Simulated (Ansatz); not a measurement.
Ansatz (a program for electronic structure) input (RI-MP2/def2-TZVPPD):
A basis named .json is the Basis Set Exchange file of that set.

Ansatz 0.2 input:
```yaml
crystal:
  periodic: [false, false, false]
  atoms:
    - {symbol: Cl, position_ang: [-0.42755844, 2.04771033, -0.00300272]}
    - {symbol: In, position_ang: [-0.42058562, -0.28624617, -0.01230997]}
    - {symbol: Cl, position_ang: [1.74718292, -1.14958771, 0.04162632]}
    - {symbol: H, position_ang: [-1.82492100, -1.24202214, -0.05341294]}
basis:
  gaussian:
    orbitals: def2-TZVPPD.json
    fitting: {mean_field: def2-universal-jkfit, correlation: def2-TZVPPD-RIFIT.json}
total_charge: 1
magnetization: {spin_polarized: true, initial_magnetization: 1}
correlation: {method: mp2, electrons: outside_noble_gas}
```

Output:

```
Functional definition: HF
integrals: 0.13 GiB planned
492 factors; integrals over basis functions are off by at most 1.4e0 eV
517 factors; integrals over basis functions are off by at most 7.9e-1 eV
0.46 GiB of device memory are held for the factors and their scratch space
mean field: 0.58 GiB planned
mean field evaluation 1: about -30159.5807 eV, gradient 2.5e1 eV
mean field evaluation 2: about -30162.5326 eV, gradient 1.8e1 eV
mean field evaluation 4: about -30164.0882 eV, gradient 1.4e0 eV
mean field evaluation 8: about -30164.1582 eV, gradient 1.2e-1 eV
mean field evaluation 16: about -30164.1587 eV, gradient 4.8e-2 eV
mean field evaluation 32: about -30164.1005 eV, gradient 1.1e-1 eV
mean field evaluation 64: about -30164.5840 eV, gradient 9.3e-1 eV
mean field evaluation 96: about -30164.7256 eV, gradient 3.1e0 eV
mean field evaluation 128: about -30164.8078 eV, gradient 2.0e-6 eV
mean field evaluation 160: about -30164.8078 eV, gradient 9.9e-4 eV
mean field -30164.99064372 eV, -1108.5429595916 hartree, gradient 1.9e-6 eV, S^2 0.761174; 21 other end points of the search recorded, 0 dependent functions left out
19 core orbitals not correlated, not the lowest: weight in the atoms' cores, before any rotation towards them, 0.631 or more for the frozen orbitals, at most 0.354 for the correlated occupied ones
reference -30164.99064372 eV, -1108.5429595916 hartree; 9, 8 occupied and 147, 148 virtual orbitals, 517 factors
second order -10.97339003 eV of doubles, -0.00000000 eV of singles
Total energy: -30175.96403374 eV, -1108.9462242370 hartree
```

This state (charge 1, doublet) is run at the relaxed geometry of the species with charge 0 and multiplicity 1.
